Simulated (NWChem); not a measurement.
System: CH$_{5}$InO; SMILES C[O][InH2]

Here is an NWChem input.

```
start job
memory heap 200 mb stack 900 mb global 1100 mb
geometry units angstroms noautoz
  In     0.005968    -0.666506    -0.000087
  H     -1.365500    -1.711456     0.000767
  H      1.736125    -0.816529    -0.001522
  O     -0.598504     1.272683     0.000588
  C      0.289847     2.359625     0.001500
  H      1.373481     2.077169    -0.002732
  H      0.123122     3.009272    -0.891618
  H      0.128713     3.003715     0.899683
end
basis spherical
  * library def2-svp
end
ecp
  In library def2-ecp
end
dft
  xc xpbe96 cpbe96
  iterations 150
  mulliken
end
task dft energy
```

Output (shortened):

```
             Northwest Computational Chemistry Package (NWChem) 7.3.0
             --------------------------------------------------------

 C1  symmetry detected

                             Geometry "geometry" -> ""
                             -------------------------

 Output coordinates in angstroms (scale by  1.889725989 to convert to a.u.)

  No.       Tag          Charge          X              Y              Z
 ---- ---------------- ---------- -------------- -------------- --------------
    1 In                  49.0000     0.01559626    -0.62599666     0.00000461
    2 H                    1.0000    -1.35846624    -1.66753230     0.00121264
    3 H                    1.0000     1.74537495    -0.78032246    -0.00118265
    4 O                    8.0000    -0.58405141     1.31468967    -0.00029921
    5 C                    6.0000     0.30699983     2.39941944     0.00018954
    6 H                    1.0000     1.38992847     2.11426753    -0.00379816
    7 H                    1.0000     0.14198115     3.04905639    -0.89325262
    8 H                    1.0000     0.14737738     3.04433307     0.89805137

 Effective nuclear repulsion energy (a.u.)     244.2807082097

 Summary of "ao basis" -> "ao basis" (spherical)
 ------------------------------------------------------------------------------
       Tag                 Description            Shells   Functions and Types
 ---------------- ------------------------------  ------  ---------------------
 In                         def2-svp                10       26   4s4p2d
 H                          def2-svp                 3        5   2s1p
 O                          def2-svp                 6       14   3s2p1d
 C                          def2-svp                 6       14   3s2p1d

            General Information
            -------------------
          SCF calculation type: DFT
          Wavefunction type:  closed shell.
          No. of atoms     :     8
          No. of electrons :    40
           Alpha electrons :    20
            Beta electrons :    20
          Charge           :     0
          Spin multiplicity:     1
          Use of symmetry is: off; symmetry adaption is: off
          Maximum number of iterations: 150
          AO basis - number of functions:    79
                     number of shells:    37
          Convergence on energy requested:  1.00D-06
          Convergence on density requested:  1.00D-05
          Convergence on gradient requested:  5.00D-04

              XC Information
              --------------
          PerdewBurkeErnzerhof Exchange Functional  1.000
            Perdew 1991 LDA Correlation Functional  1.000 local
           PerdewBurkeErnz. Correlation Functional  1.000 non-local

             Grid Information
             ----------------
          Grid used for XC integration:  medium
          Radial quadrature: Mura-Knowles
          Angular quadrature: Lebedev.
          Tag              B.-S. Rad. Rad. Pts. Rad. Cut. Ang. Pts.
          ---              ---------- --------- --------- ---------
          In                  1.55      123          11.0       590
          H                   0.35       45          12.0       434
          O                   0.60       49           9.0       434
          C                   0.70       49          11.0       434
          Grid pruning is: on
          Number of quadrature shells:   446
          Spatial weights used:  Erf1

      Superposition of Atomic Density Guess
      -------------------------------------

 Sum of atomic energies:        -332.86266134

      Non-variational initial energy
      ------------------------------

 Total energy =    -304.826592
 1-e energy   =    -743.043988
 2-e energy   =     311.336512
 HOMO         =      -0.342199
 LUMO         =      -0.005748

     ---------------------------------------------
      Total Density - Mulliken Population Analysis
     ---------------------------------------------

    Atom       Charge   Shell Charges
 -----------   ------   -------------------------------------------------------
    1 In  21    20.00   2.60 -0.60  0.77  0.42  3.23  2.76  0.58  0.20  9.70  0.33
    2 H    1     1.13   0.64  0.49  0.01
    3 H    1     1.14   0.64  0.49  0.01
    4 O    8     9.03   1.99  1.11  0.73  3.10  2.09  0.01
    5 C    6     5.89   1.99  0.92  0.23  1.83  0.87  0.05
    6 H    1     0.94   0.69  0.23  0.02
    7 H    1     0.94   0.69  0.22  0.02
    8 H    1     0.94   0.69  0.22  0.02

   convergence    iter        energy       DeltaE   RMS-Dens  Diis-err
 ---------------- ----- ----------------- --------- --------- ---------
 d= 0,ls=0.0,diis     1   -306.1045912194 -4.33D+02  4.51D-02  6.81D-01
 d= 0,ls=0.0,diis     2   -303.9396921003  2.16D+00  3.88D-02  1.47D+01
 d= 0,ls=0.0,diis     3   -306.1948477330 -2.26D+00  4.70D-03  7.31D-02
 d= 0,ls=0.0,diis     4   -306.1955859485 -7.38D-04  2.13D-03  6.58D-02
 d= 0,ls=0.0,diis     5   -306.2046617816 -9.08D-03  3.54D-04  8.09D-04
  Resetting Diis
 d= 0,ls=0.0,diis     6   -306.2047900683 -1.28D-04  9.86D-05  2.64D-05
 d= 0,ls=0.0,diis     7   -306.2047937013 -3.63D-06  8.37D-05  5.35D-06
 d= 0,ls=0.0,diis     8   -306.2047912142  2.49D-06  5.25D-05  2.61D-05
 d= 0,ls=0.0,diis     9   -306.2047945101 -3.30D-06  1.80D-05  2.44D-06
 d= 0,ls=0.0,diis    10   -306.2047948636 -3.53D-07  1.40D-06  1.95D-08

         Total DFT energy =     -306.204794863622
      One electron energy =     -745.306148738672
           Coulomb energy =      344.588136069276
    Exchange-Corr. energy =      -32.367665644715
 Nuclear repulsion energy =      126.880883450489

 Numeric. integr. density =       39.999994104837

                       DFT Final Molecular Orbital Analysis
                       ------------------------------------

 Vector   18  Occ=2.000000D+00  E=-2.732569D-01
              MO Center= -8.7D-03, -9.5D-01,  7.2D-05, r^2= 3.6D+00
   Bfn.  Coefficient  Atom+Function         Bfn.  Coefficient  Atom+Function
  ----- ------------  ---------------      ----- ------------  ---------------
    27      0.340038  2 H  s                 11     -0.301827  1 In px
    32     -0.297714  3 H  s                 28      0.216222  2 H  s
    33     -0.189718  3 H  s                 17     -0.134907  1 In d -2
    12     -0.133611  1 In py                 8      0.105732  1 In px
     5      0.097932  1 In px                55     -0.096604  5 C  py

 Vector   19  Occ=2.000000D+00  E=-2.167730D-01
              MO Center= -1.4D-01,  1.3D+00, -1.3D-03, r^2= 2.3D+00
   Bfn.  Coefficient  Atom+Function         Bfn.  Coefficient  Atom+Function
  ----- ------------  ---------------      ----- ------------  ---------------
    40      0.461815  4 O  px                43      0.345935  4 O  px
    41     -0.262711  4 O  py                65     -0.231037  6 H  s
    66     -0.216973  6 H  s                 12      0.187066  1 In py
    44     -0.179481  4 O  py                54     -0.158296  5 C  px
    33     -0.146164  3 H  s                  3      0.139587  1 In s

 Vector   20  Occ=2.000000D+00  E=-2.074982D-01
              MO Center= -3.6D-01,  1.5D+00,  9.0D-04, r^2= 1.9D+00
   Bfn.  Coefficient  Atom+Function         Bfn.  Coefficient  Atom+Function
  ----- ------------  ---------------      ----- ------------  ---------------
    42      0.546415  4 O  pz                45      0.414061  4 O  pz
    75     -0.204008  8 H  s                 70      0.202976  7 H  s
    56     -0.175112  5 C  pz                13      0.172127  1 In pz
    76     -0.158956  8 H  s                 71      0.158105  7 H  s
    16      0.111248  1 In pz                18     -0.076188  1 In d -1

 Vector   21  Occ=0.000000D+00  E=-8.018783D-02
              MO Center=  1.2D-02, -5.7D-01,  3.5D-04, r^2= 4.4D+00
   Bfn.  Coefficient  Atom+Function         Bfn.  Coefficient  Atom+Function
  ----- ------------  ---------------      ----- ------------  ---------------
    16      0.560901  1 In pz                13      0.550448  1 In pz
    42     -0.218552  4 O  pz                45     -0.191992  4 O  pz
    10     -0.148560  1 In pz                 7     -0.136750  1 In pz
    23     -0.050775  1 In d -1              76      0.050928  8 H  s
    71     -0.050389  7 H  s                 18      0.048260  1 In d -1

 Vector   22  Occ=0.000000D+00  E=-3.893638D-02
              MO Center=  3.1D-02, -5.7D-01, -2.1D-04, r^2= 4.3D+00
   Bfn.  Coefficient  Atom+Function         Bfn.  Coefficient  Atom+Function
  ----- ------------  ---------------      ----- ------------  ---------------
     4      0.927945  1 In s                 33     -0.669103  3 H  s
     3      0.623847  1 In s                 28     -0.604939  2 H  s
     1     -0.329398  1 In s                 39     -0.318337  4 O  s
    27     -0.265380  2 H  s                 32     -0.266040  3 H  s
    15      0.181507  1 In py                19     -0.170674  1 In d  0

 Vector   23  Occ=0.000000D+00  E=-4.433101D-03
              MO Center=  2.2D-01, -1.0D+00, -1.6D-04, r^2= 5.9D+00
   Bfn.  Coefficient  Atom+Function         Bfn.  Coefficient  Atom+Function
  ----- ------------  ---------------      ----- ------------  ---------------
    15      0.923543  1 In py                28      0.507912  2 H  s
    53     -0.436185  5 C  s                 33      0.415682  3 H  s
     4     -0.394880  1 In s                 12      0.332865  1 In py
    39     -0.309871  4 O  s                 66      0.231550  6 H  s
    14     -0.184081  1 In px                57     -0.161663  5 C  px

     ---------------------------------------------
      Total Density - Mulliken Population Analysis
     ---------------------------------------------

    Atom       Charge   Shell Charges
 -----------   ------   -------------------------------------------------------
    1 In  21    20.56   2.60 -0.60  0.98  0.26  3.22  2.78  0.97  0.27  9.61  0.46
    2 H    1     1.06   0.66  0.38  0.01
    3 H    1     1.07   0.66  0.41  0.01
    4 O    8     8.48   1.99  1.08  0.75  2.82  1.83  0.01
    5 C    6     5.87   1.98  0.91  0.13  2.06  0.73  0.05
    6 H    1     0.99   0.74  0.23  0.02
    7 H    1     0.98   0.74  0.22  0.02
    8 H    1     0.98   0.74  0.22  0.02

     -------------------------------------------
      Total Density - Lowdin Population Analysis
     -------------------------------------------

    Atom       Charge   Shell Charges
 -----------   ------   -------------------------------------------------------
    1 In  21    20.63   1.39  0.54  0.70  0.44  3.03  2.85  1.03  0.48  9.33  0.84
    2 H    1     1.08   0.58  0.47  0.02
    3 H    1     1.09   0.58  0.48  0.02
    4 O    8     8.27   1.97  0.93  0.63  2.68  2.04  0.02
    5 C    6     5.96   1.96  0.58  0.31  1.82  1.16  0.13
    6 H    1     1.00   0.65  0.28  0.06
    7 H    1     0.99   0.65  0.28  0.06
    8 H    1     0.99   0.65  0.28  0.06

     Multipole analysis of the density
     ---------------------------------

     L   x y z        total         alpha         beta         nuclear
     -   - - -        -----         -----         ----         -------
     0   0 0 0      0.000000    -20.000000    -20.000000     40.000000

     1   1 0 0      0.445067      0.635151      0.635151     -0.825234
     1   0 1 0     -0.408203    -16.765572    -16.765572     33.122940
     1   0 0 1      0.000375      0.000309      0.000309     -0.000244

     2   2 0 0    -30.043759    -33.171946    -33.171946     36.300133
     2   1 1 0      1.248128     -4.367420     -4.367420      9.982968
     2   1 0 1      0.002691      0.004407      0.004407     -0.006123
     2   0 2 0    -27.573552   -162.029270   -162.029270    296.484987
     2   0 1 1      0.000973     -0.000909     -0.000909      0.002790
     2   0 0 2    -25.850038    -15.789753    -15.789753      5.729468
```

Level: PBE/def2-SVP with def2 effective core potentials on In. Coordinates come from a PBE-D3(BJ)/def2-SVP optimisation. def2 effective core potentials on In; no spin-orbit coupling.
